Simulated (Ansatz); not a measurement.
C4H5F3O (`FC1CCC(F)(F)O1`) at its PBE0-D4/def2-TZVP geometry, where that method's forces vanish. Charge 0, multiplicity 1.

```xyz
13

F     0.6940   -1.4319   -1.5158
C    -0.4023   -0.9447   -0.8412
C    -0.3914    0.5701   -0.8704
C     0.5130    0.8816    0.3130
C     0.1957   -0.2655    1.2543
F     1.2592   -0.6946    1.9530
F    -0.7374    0.0753    2.1734
O    -0.3065   -1.3063    0.4999
H    -1.2803   -1.4315   -1.2664
H    -1.4044    0.9410   -0.7013
H    -0.0314    0.9494   -1.8250
H     0.3266    1.8409    0.7905
H     1.5654    0.8162    0.0361
```

**Question.** What forces (eV/Å) does B3LYP-D4/def2-TZVPP give on these atoms in Ansatz 0.2.0? (Estimate.)

**Answer.** Ansatz gave: 
```
F1   0.342 -0.163 -0.230
C2  -0.469 -0.046 -0.190
C3  -0.144  0.182 -0.227
C4   0.206  0.245  0.065
C5   0.061  0.103 -0.106
F6   0.362 -0.138  0.230
F7  -0.315  0.126  0.309
O8  -0.092 -0.298  0.109
H9   0.065  0.035  0.024
H10  0.059 -0.010 -0.023
H11 -0.029 -0.012  0.056
H12  0.019 -0.053 -0.035
H13 -0.064  0.027  0.018
```

B3LYP here is the variant with VWN-RPA as its local correlation; programs differ in this.
